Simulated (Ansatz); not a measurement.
C$_{2}$H$_{8}$FNSi (`NCC[SiH2]F`), 13 atoms. Total charge 0; spin multiplicity 1. All runs use 4 threads of an Arm Neoverse V2 on a shared host. Correlated methods freeze the cores.

**Question.** How many basis functions does each run have, and how long does it take in Ansatz? RKS HSE06 (plane-wave form)-D4/def2-TZVPP energy; RKS PBE0-D4/def2-SVP energy; RHF-CCSD(T)/def2-TZVPP energy; RHF-MP2/def2-QZVPP energy; RKS PBE-QIDH (frozen core)/def2-TZVPP energy; RKS B3LYP-D4/def2-TZVPP energy and forces; RKS ωB97M-V/def2-SVP energy; RHF-CCSD(T)/def2-SVP energy; RKS PBE0-D4/def2-TZVP relaxation (8 steps); RKS PBE0-D4/def2-TZVP frequencies; RKS r2SCAN0-D4/def2-TZVPP energy; direct RPA on PBE orbitals/def2-TZVPP energy. (An estimate is asked.)

**Answer.** Computed: Other jobs shared the machine, so times are rough.

| level | job | functions | wall time | peak host memory (GiB) |
| --- | --- | --- | --- | --- |
| RKS PBE0-D4/def2-SVP | energy | 114 | 1.2 s | 0.25 |
| RKS HSE06 (plane-wave form)-D4/def2-TZVPP | energy | 278 | 3.3 s | 0.74 |
| RKS ωB97M-V/def2-SVP | energy | 114 | 4.4 s | 0.35 |
| RKS r2SCAN0-D4/def2-TZVPP | energy | 278 | 4.9 s | 0.73 |
| RKS PBE-QIDH (frozen core)/def2-TZVPP | energy | 278 | 6 s | 0.78 |
| RHF-CCSD(T)/def2-SVP | energy | 114 | 6 s | 0.61 |
| RKS B3LYP-D4/def2-TZVPP | energy and forces | 278 | 7 s | 0.82 |
| direct RPA on PBE orbitals/def2-TZVPP | energy | 278 | 8.5 s | 0.75 |
| RKS PBE0-D4/def2-TZVP | relaxation (8 steps) | 209 | 26 s | 0.52 |
| RHF-MP2/def2-QZVPP | energy | 538 | 31 s | 3.9 |
| RKS PBE0-D4/def2-TZVP | frequencies | 209 | 2.9 min | 0.52 |
| RHF-CCSD(T)/def2-TZVPP | energy | 278 | 3.7 min | 8 |

B3LYP here is the variant with VWN-RPA as its local correlation; programs differ in this.
